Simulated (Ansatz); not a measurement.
Computed with Ansatz on PBE0-D4/def2-TZVP structures; ΔE is electronic, products minus reactants. CBS: MP2 limit from def2 TZ/QZ plus the TZ coupled-cluster correction, frozen cores. This one scheme is used for every species. DFT in def2-TZVPP. B3LYP here is the variant with VWN-RPA as its local correlation; programs differ in this. For Se outer-core shells are correlated without core-valence functions, which leaves a few kJ/mol of doubt a bond. Scalar relativity is left out up to krypton. One conformer a species, not always the lowest.

`C[Se]B(Cl)Cl` + H₂ → `ClBCl` + `C[SeH]`  (hydrogenolysis of a B–Se bond)

```tsv
level	ΔE (kJ/mol)	difference from CCSD(T)/CBS
r2SCAN-D4	58.7	3.7
B3LYP-D4	50.1	-4.9
BHLYP-D4	43.3	-11.7
CAM-B3LYP-D4	41.7	-13.3
ωB97M-V	47.6	-7.4
B2PLYP	43.9	-11.1
revPBE	44.9	-10.1
PBE0	45.6	-9.4
r2SCANh	53.8	-1.2
MP2/def2-SVP	55.2	0.2
HF/def2-TZVPP	10.1	-44.9
CCSD/def2-TZVPP	41.0	-14.0
CCSD(T)/def2-TZVPP	49.8	-5.2
SCS-MP2/def2-QZVPP	53.6	-1.4
MP2/CBS(def2)	69.4	14.4
CCSD/CBS(def2)	46.3	-8.7
CCSD(T)/CBS	55.0	0
```

Largest T1 diagnostic among the species: 0.012.

In def2-TZVPP, CCSD(T) changes the Hartree–Fock value by +39.7 kJ/mol (the triples alone add +8.8 kJ/mol) and MP2 by +54.1 kJ/mol. Leaving LDA and LC-ωPBE aside and taking each functional with its dispersion term where it has one, the values, not all of them listed here, spread over 24.3 kJ/mol, from CAM-B3LYP-D4 to revPBE-D4. LDA lies +11.6 kJ/mol from PBE without D4.
